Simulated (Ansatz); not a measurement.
A run for Ansatz (a quantum-chemistry and plane-wave program): U-CCSD(T)/cc-pVTZ on GaH3O2 (SMILES [OH][GaH][OH]), a point of a bond scan (R = 1.392 Å). The run froze 16 orbitals, filled d shells among them.

Ansatz 0.2 input:
```yaml
crystal:
  periodic: [false, false, false]
  atoms:
    - {symbol: Ga, position_ang: [-0.24404156, -0.17751198, -0.15122784]}
    - {symbol: H, position_ang: [-1.24321166, -0.93241445, -0.75951362]}
    - {symbol: O, position_ang: [0.02041342, 1.53779605, -0.57659188]}
    - {symbol: H, position_ang: [0.74228075, 1.94032686, -0.08185129]}
    - {symbol: O, position_ang: [0.90232372, -0.75596542, 1.10558427]}
    - {symbol: H, position_ang: [0.79534111, -1.67580809, 1.36507609]}
basis:
  gaussian:
    orbitals: cc-pVTZ
correlation: {method: ccsd_t, electrons: outside_noble_gas}
scf: {omitted_lower_state_checks: [cluster_reference]}
magnetization: {spin_polarized: true, initial_magnetization: 0}
```

Output:

```
WARN ansatz: RAYON_NUM_THREADS=1 ignored (pool sized by the plan → 1); use --threads N
Functional definition: HF
these checks for a lower state are left out or cut short: cluster_reference
integrals: 0.52 GiB planned
882 factors; integrals over basis functions are off by at most 1.1e-3 eV
mean field: 0.56 GiB planned
mean field evaluation 1: about -56454.9541 eV, gradient 3.8e1 eV
mean field evaluation 2: about -56454.9589 eV, gradient 3.8e1 eV
mean field evaluation 4: about -56460.0192 eV, gradient 1.7e0 eV
mean field evaluation 8: about -56460.0458 eV, gradient 1.3e-4 eV
mean field -56460.04584889 eV, -2074.8684149531 hartree, gradient 1.1e-6 eV, S^2 0.000000; 0 other end points of the search recorded, 0 dependent functions left out
16 core orbitals not correlated, not the lowest: weight in the atoms' cores, before any rotation towards them, 0.782 or more for the frozen orbitals, at most 0.200 for the correlated occupied ones
reference -56460.04584889 eV, -2074.8684149531 hartree; 9, 9 occupied and 120, 120 virtual orbitals, 882 factors
second order -15.65619894 eV of doubles, -0.00000000 eV of singles
coupled cluster: 1.12 GiB planned
cycle   1  -15.42483791 eV  change    2.3e-1 eV  update   9.1e-2
cycle   2  -15.78450378 eV  change   -3.6e-1 eV  update   2.8e-2
cycle   3  -15.88330459 eV  change   -9.9e-2 eV  update   1.5e-2
cycle   4  -15.87599776 eV  change    7.3e-3 eV  update   4.0e-3
cycle   5  -15.87344661 eV  change    2.6e-3 eV  update   1.9e-3
cycle   6  -15.87392858 eV  change   -4.8e-4 eV  update   5.4e-4
cycle   7  -15.87376805 eV  change    1.6e-4 eV  update   1.8e-4
cycle   8  -15.87375252 eV  change    1.6e-5 eV  update   4.9e-5
cycle   9  -15.87376202 eV  change   -9.5e-6 eV  update   1.6e-5
perturbative correction -0.54917845 eV, -0.0201819360 hartree
Total energy: -56476.46878936 eV, -2075.4719468836 hartree
Checks for a lower state left out: cluster_reference
```

Self-consistency was reached.

Cost: about 30 core-seconds (a rough figure).
